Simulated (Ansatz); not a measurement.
`[NH2][In]([Cl])[O][SiH3]` + HCl → `[NH2][In]([Cl])[Cl]` + silanol at 400 K and 1 bar (ligand exchange at the In–O bond).

Program: Ansatz. Geometries: PBE0-D4/def2-TZVP. ΔE: electronic, gas phase. CCSD(T)/CBS adds triple-zeta CCSD(T) − MP2 to the extrapolated MP2 energy (def2 sets, frozen cores). This one scheme is used for every species. Elements past krypton have def2 core potentials. For In outer-core shells are correlated without core-valence functions, which leaves a few kJ/mol of doubt a bond. Each species was taken in one conformer, which may not be the lowest.

```
                   species  CCSD(T)/CBS energy (Eh)  H − E (kJ/mol)  S (J/(mol·K))
`[NH2][In]([Cl])[O][SiH3]`              -1071.67545           186.0          464.5
                       HCl               -460.38127            29.6          195.4
     `[NH2][In]([Cl])[Cl]`              -1165.39137           101.2          384.8
                 `O[SiH3]`               -366.69042           120.0          276.4
```

H − E and S are ideal-gas, rigid-rotor, harmonic terms from PBE0-D4/def2-TZVP, for one conformer and one mirror image of each species. 1 Eh = 2625.50 kJ/mol, R = 8.31446 J/(mol·K).

By hand: ΔE, ΔH, ΔS and ΔG.

ΔE = (-1165.39137) + (-366.69042) − (-1071.67545) − (-460.38127) = -0.02507 Eh = -65.8 kJ/mol. Δ(H − E) = 101.2 + 120.0 − 186.0 − 29.6 = 5.6, so ΔH = -60.2 kJ/mol. ΔS = 384.8 + 276.4 − 464.5 − 195.4 = 1.3 J/(mol·K). ΔG = -60.2 − 400 × (1.3)/1000 = -60.7 kJ/mol.

By hand: the equilibrium constant, and the temperature at which ΔG would vanish if ΔH and ΔS stayed fixed.

log₁₀ K = −ΔG/(RT ln 10) = 7.9. ΔH and −TΔS have one sign here, so there is no such temperature.

The number of gas molecules stays the same, so ΔS is small and ΔH decides. A doubt of 5 kJ/mol in ΔE shifts log₁₀ K by 0.7 here. Other conformers and mirror images would add mixing entropy, several J/(mol·K) or more a flexible species. Modes under 60 cm⁻¹, often nearly free rotors, make the harmonic entropy too high. These are equilibria of isolated gas molecules and say nothing of rates. Largest T1 diagnostic: 0.014 (customary marks: 0.02 for closed shells, 0.045 for open ones).

ΔS is within the doubt of such terms, so its sign, and with it that verdict, could turn.
